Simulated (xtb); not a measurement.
C4H10Be, charge +1, doublet, from a rough starting geometry (GFN-xTB shapes and energies of metal compounds can be far from the true ones) (a state made from the parent by changing its charge; the spin is typed, not shown lowest); xtb with GFN2-xTB.

Input for xtb:
```
$ xtb mol.xyz --gfn 2 --chrg 1 --uhf 1 --opt vtight --json

# file mol.xyz
15

Be    -0.10468763    -0.00243564     0.17927545
C      1.32950530    -0.70486467     0.88177164
C      1.45218026    -2.21129510     0.64070264
H      1.35120464    -0.59880764     1.99886117
H      2.25915139    -0.24002559     0.58244387
H      1.53026342    -2.35384027    -0.41525171
H      0.55181002    -2.71984255     1.04696092
H      2.35098420    -2.69874869     1.12184856
C     -1.48526954     0.77135629    -0.45160519
C     -1.24398345     2.18620571    -0.99853570
H     -2.31193853     0.83000142     0.24767895
H     -1.89633460     0.22134562    -1.31029692
H     -0.50654939     2.21245894    -1.77287111
H     -0.96405313     2.80338150    -0.25910966
H     -2.16318379     2.64109677    -1.42907283
```

What the program printed (banner, timings and long lists left out):

```
   ID    Z sym.   atoms
    1    4 Be     1
    2    6 C      2, 3, 9, 10
    3    1 H      4-8, 11-15

           -------------------------------------------------
          |                Calculation Setup                |
           -------------------------------------------------

           -------------------------------------------------
          |                 G F N 2 - x T B                 |
           -------------------------------------------------

          ...................................................
          :                      SETUP                      :
          :.................................................:
          :  # basis functions                  30          :
          :  # atomic orbitals                  30          :
          :  # shells                           20          :
          :  # electrons                        27          :
          :  max. iterations                   250          :
          :  Hamiltonian                  GFN2-xTB          :
          :  restarted?                      false          :
          :  GBSA solvation                  false          :
          :  PC potential                    false          :
          :  electronic temp.          300.0000000     K    :
          :  accuracy                    1.0000000          :
          :  -> integral cutoff          0.2500000E+02      :
          :  -> integral neglect         0.1000000E-07      :
          :  -> SCF convergence          0.1000000E-05 Eh   :
          :  -> wf. convergence          0.1000000E-03 e    :
          :  Broyden damping             0.4000000          :
          :  net charge                          1          :
          :  unpaired electrons                  1          :
          ...................................................

 iter      E             dE          RMSdq      gap      omega  full diag
   1     -1.2579633 -0.125796E+01  0.171E+01    0.05       0.0  T
   2    -11.0485722 -0.979061E+01  0.154E+01   11.95       1.0  T
   3    -11.6122039 -0.563632E+00  0.940E+00   10.92       1.0  T
   4    -13.5094719 -0.189727E+01  0.107E+01    2.89       1.0  T
   5    -13.5192161 -0.974418E-02  0.582E+00    6.77       1.0  T
   6    -13.7814706 -0.262254E+00  0.562E+00    6.03       1.0  T
   7    -12.9871386  0.794332E+00  0.454E+00   10.19       1.0  T
   8    -13.8016392 -0.814501E+00  0.267E+00    5.69       1.0  T
   9    -13.8903944 -0.887553E-01  0.228E+00    5.27       1.0  T
  10    -12.7135919  0.117680E+01  0.458E+00    1.63       1.0  T
  11    -12.4317779  0.281814E+00  0.507E+00    1.45       1.0  T
  12    -13.1420621 -0.710284E+00  0.401E+00    1.91       1.0  T
  13    -13.4741217 -0.332060E+00  0.335E+00    2.28       1.0  T
  14    -13.5351424 -0.610207E-01  0.317E+00    2.37       1.0  T
  15    -13.6091814 -0.740390E-01  0.266E+00    2.54       1.0  T
  16    -13.9478450 -0.338664E+00  0.122E+00    3.57       1.0  T
  17    -13.9627196 -0.148746E-01  0.965E-01    3.64       1.0  T
  18    -14.0102940 -0.475744E-01  0.470E-01    4.16       1.0  T
  19    -14.0140859 -0.379196E-02  0.191E-01    4.25       1.0  T
  20    -14.0137257  0.360251E-03  0.276E-01    4.21       1.0  T
  21    -14.0154152 -0.168955E-02  0.260E-01    4.29       1.0  T
  22    -14.0158717 -0.456448E-03  0.130E-01    4.38       1.0  T
  23    -14.0158719 -0.265580E-06  0.751E-02    4.38       1.0  T
  24    -14.0158749 -0.297933E-05  0.111E-02    4.39       2.3  T
  25    -14.0158716  0.325847E-05  0.991E-03    4.38       2.6  T
  26    -14.0158673  0.430757E-05  0.127E-02    4.38       2.0  T
  27    -14.0158726 -0.525512E-05  0.811E-03    4.38       3.2  T
  28    -14.0158747 -0.209874E-05  0.421E-03    4.39       6.1  T
  29    -14.0158752 -0.558374E-06  0.101E-03    4.39      25.6  T
  30    -14.0158753 -0.131758E-07  0.676E-04    4.39      38.2  T
  31    -14.0158753  0.578616E-09  0.178E-04    4.39     144.9  T

[...]
 * total energy  :   -13.8074113 Eh     change       -0.3281577E-04 Eh
 * total energy  :   -13.8074258 Eh     change       -0.1451475E-04 Eh
 * total energy  :   -13.8074309 Eh     change       -0.5068521E-05 Eh
 * total energy  :   -13.8074326 Eh     change       -0.1692645E-05 Eh
 * total energy  :   -13.8074341 Eh     change       -0.1546109E-05 Eh
 * total energy  :   -13.8074345 Eh     change       -0.4207287E-06 Eh
 * total energy  :   -13.8074349 Eh     change       -0.3765737E-06 Eh
 * total energy  :   -13.8074352 Eh     change       -0.2763359E-06 Eh
 * total energy  :   -13.8074355 Eh     change       -0.2709088E-06 Eh
 * total energy  :   -13.8074358 Eh     change       -0.3089723E-06 Eh
 * total energy  :   -13.8074360 Eh     change       -0.2100008E-06 Eh
 * total energy  :   -13.8074361 Eh     change       -0.8283637E-07 Eh
   *** GEOMETRY OPTIMIZATION CONVERGED AFTER 17 ITERATIONS ***
         :: total energy             -13.807436073721 Eh    ::
[...]
        22                         -0.0022287              -0.0606
        23                         -0.0002118              -0.0058
        24                          0.0351386               0.9562
        25                          0.0384370               1.0459
       ...                                ...                  ...
        30                          0.3429602               9.3324
      -------------------------------------------------------------
                  HL-Gap            0.1496187 Eh            4.0713 eV
             Fermi-level           -0.5264011 Eh          -14.3241 eV

     #   Z          covCN         q      C6AA      α(0)
     1   4 Be       1.683     0.502    14.264     8.838
     2   6 C        3.660    -0.166    24.051     7.037
     3   6 C        3.754    -0.115    22.764     6.803
     4   1 H        0.924     0.117     1.640     2.003
     5   1 H        0.924     0.117     1.636     2.000
     6   1 H        0.925     0.084     1.940     2.178
     7   1 H        0.925     0.082     1.960     2.189
     8   1 H        0.924     0.131     1.530     1.934
     9   6 C        3.660    -0.166    24.051     7.037
    10   6 C        3.754    -0.115    22.764     6.803
    11   1 H        0.924     0.117     1.640     2.003
    12   1 H        0.924     0.117     1.636     2.000
    13   1 H        0.925     0.084     1.940     2.178
    14   1 H        0.925     0.082     1.959     2.189
    15   1 H        0.924     0.131     1.530     1.934

 Mol. C6AA /au·bohr⁶  :       1278.278946
 Mol. C8AA /au·bohr⁸  :      29432.318846
 Mol. α(0) /au        :         57.128186

Wiberg/Mayer (AO) data.
largest (>0.10) Wiberg bond orders for each atom

 ---------------------------------------------------------------------------
     #   Z sym  total        # sym  WBO       # sym  WBO       # sym  WBO
 ---------------------------------------------------------------------------
     1   4 Be   2.113 --     2 C    0.864     9 C    0.864
     2   6 C    3.894 --     3 C    1.056     5 H    0.904     4 H    0.901
                             1 Be   0.864
     3   6 C    3.966 --     2 C    1.056     7 H    0.970     6 H    0.969
                             8 H    0.887
     4   1 H    0.984 --     2 C    0.901
     5   1 H    0.985 --     2 C    0.904
     6   1 H    0.990 --     3 C    0.969
     7   1 H    0.991 --     3 C    0.970
     8   1 H    0.934 --     3 C    0.887
     9   6 C    3.894 --    10 C    1.056    12 H    0.904    11 H    0.901
                             1 Be   0.864
    10   6 C    3.966 --     9 C    1.056    14 H    0.970    13 H    0.969
                            15 H    0.887
    11   1 H    0.984 --     9 C    0.901
    12   1 H    0.985 --     9 C    0.904
    13   1 H    0.990 --    10 C    0.969
    14   1 H    0.991 --    10 C    0.970
    15   1 H    0.934 --    10 C    0.887
 ---------------------------------------------------------------------------

Topologies differ in total number of bonds
Writing topology from bond orders to xtbtopo.mol

molecular dipole:
                 x           y           z       tot (Debye)
 q only:       -0.069       0.037       0.205
   full:       -0.107       0.045       0.290       0.793
molecular quadrupole (traceless):
                xx          xy          yy          xz          yz          zz
 q only:        1.259      -9.153       3.724       4.887      -5.215      -4.984
  q+dip:        3.161      -9.867       1.480       5.829      -5.290      -4.641
   full:        1.963      -8.863       2.614       4.995      -4.925      -4.577

optimized geometry written to: xtbopt.xyz

           -------------------------------------------------
          | TOTAL ENERGY              -13.807436073721 Eh   |
          | GRADIENT NORM               0.000042451108 Eh/α |
          | HOMO-LUMO GAP               4.071332847047 eV   |
           -------------------------------------------------

normal termination of xtb
```
